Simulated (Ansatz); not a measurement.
Gas-phase electronic energies from Ansatz, PBE0-D4/def2-TZVP geometries. CBS: MP2 limit from def2 TZ/QZ plus the TZ coupled-cluster correction, frozen cores. This one scheme is used for every species. Functionals use def2-TZVPP. Open shells (•) are unrestricted, without spin–orbit coupling. For Ge outer-core shells are correlated without core-valence functions, which leaves a few kJ/mol of doubt a bond. Scalar relativity is left out up to krypton.

Consider the homolysis of the Ge–Si bond: `[SiH3][GeH]([SiH3])[Cl]` → `[SiH3][GeH][Cl]`• + `[SiH3]`•.

`[SiH3][GeH]([SiH3])[Cl]`:

Cartesian coordinates in Å:
```
Si 0.839 -1.475 -1.162
Ge -0.658 -0.437 0.375
Si -0.371 1.910 0.666
Cl -0.214 -1.327 2.315
H 0.629 -2.944 -1.155
H 0.588 -0.941 -2.528
H 2.232 -1.158 -0.758
H -2.126 -0.806 0.085
H 1.041 2.175 1.041
H -1.280 2.399 1.733
H -0.681 2.605 -0.612
```

`[SiH3][GeH][Cl]`•:

Z-matrix (Å, degrees):
```
Si
Ge 1 2.391
H 1 1.486 2 107.8
H 1 1.483 2 107.7 3 118.7
H 1 1.487 2 111.3 3 -120.6
Cl 2 2.169 1 107.4 3 179.6
H 2 1.550 1 116.1 3 62.6
```

`[SiH3]`•:

Z-matrix (Å, degrees):
```
Si
H 1 1.486
H 1 1.486 2 111.3
H 1 1.486 2 111.3 3 124.6
```

| level | ΔE (kcal/mol) |
| --- | --- |
| LC-ωPBE | 69.7 |
| SCS-MP2/def2-TZVPP | 73.4 |

What does CCSD(T)/CBS give? (Estimate.)

Ansatz gave: +75.1 kcal/mol. The listed levels differ from it by -5.4, -1.7 kcal/mol.

Largest T1 diagnostic among the species: 0.015.

At CCSD(T), def2-SVP lies −6.7 kcal/mol from the extrapolated value and def2-TZVPP −2.8 kcal/mol: correlation converges slowly with the basis, and small sets miss more of it in the bonded molecule than in its fragments. From PBE to PBE0 (25 % exact exchange), in def2-TZVPP and without D4, ΔE moves by +1.4 kcal/mol. Leaving LDA and LC-ωPBE aside and taking each functional with its dispersion term where it has one, the values, not all of them listed here, spread over 7.8 kcal/mol, from BLYP-D4 to ωB97X-V. LDA lies +11.3 kcal/mol from PBE without D4, its usual overbinding.

CCSD(T)/CBS has its own doubt, a few kJ/mol and more with outer-core shells, so smaller differences from it don't rank the levels.
